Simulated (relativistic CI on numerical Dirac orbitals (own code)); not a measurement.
# Eu¹²⁺: q coefficients and field-shift factors

These numbers are calculated, not measured: Dirac-Coulomb-Breit CI, KLI orbitals optimised for each configuration, derivatives by finite differences, unscaled Slater integrals, QED left out (own radial code, finite nucleus).

Configurations in the expansion (outside the closed core [Kr] 4d10): 4f3.5s2, 4f5, 4f4.5s, 4f.5s2.5p2, 4f2.5s2.5p, 4f.5s2.5d2, 4f.5s2.5p.5d, 4f2.5s2.5d. Levels of other configurations are missing.

With x = (α/α₀)² − 1 an excitation energy changes as ω = ω₀ + qx; K = 2q/ω₀ is the relative enhancement. Terms are leading LS components, so labels can repeat. The field-shift factor is F = δν/δ⟨r²⟩ for the transition from the lowest level.

Lowest level 4f3.5s2 4I°_9/2.

```csv
Level,ω₀ (cm⁻¹),q (cm⁻¹),F (GHz/fm²)
4f3.5s2 4I°_11/2,3722.2,3803,0.16
4f3.5s2 4I°_13/2,7610.4,7364,0.315
4f3.5s2 4I°_15/2,11582.1,10630,0.463
4f3.5s2 4F°_3/2,22468.1,1281,0.305
4f3.5s2 2H°_9/2,22676.1,1692,0.374
4f3.5s2 4F°_5/2,24553.6,3778,0.401
4f3.5s2 4S°_3/2,26106.8,4588,0.481
4f3.5s2 4F°_7/2,26231.9,4854,0.46
4f3.5s2 4F°_9/2,28440.0,7360,0.573
4f3.5s2 2H°_11/2,29024.3,7881,0.644
4f3.5s2 2G°_7/2,32213.9,5043,0.561
4f3.5s2 4G°_5/2,33766.6,1517,0.424
4f3.5s2 2K°_13/2,34699.0,3964,0.548
4f3.5s2 4G°_7/2,36865.1,5385,0.585
4f3.5s2 4G°_9/2,37398.0,9218,0.739
4f3.5s2 2K°_15/2,38640.8,7198,0.686
4f3.5s2 2D°_3/2,39819.5,3537,0.665
4f3.5s2 4G°_9/2,40089.4,9753,0.774
4f3.5s2 4G°_11/2,42015.6,9380,0.763
4f3.5s2 2P°_1/2,43399.7,4988,0.743
4f3.5s2 2D°_5/2,44296.0,6664,0.789
4f3.5s2 2P°_3/2,49602.1,11450,1.01
4f3.5s2 2I°_11/2,53895.2,3386,0.774
```

At this charge energies of transitions that change n are usually good to better than 1 %, and those within a shell (Δn = 0) to a few per cent. Terms inside the open d or f shell come out 10 to 20 % too wide with unscaled integrals. Levels and lines within the n = 5 or 6 shells can be off by up to 10 % or somewhat more, and those that change n by about 2 %, since core polarisation is missing.

Task: Which transition from the lowest level has the largest |K|?

Result: 4f3.5s2 4I°_11/2 at 3722.2 cm⁻¹, K = 2.04.
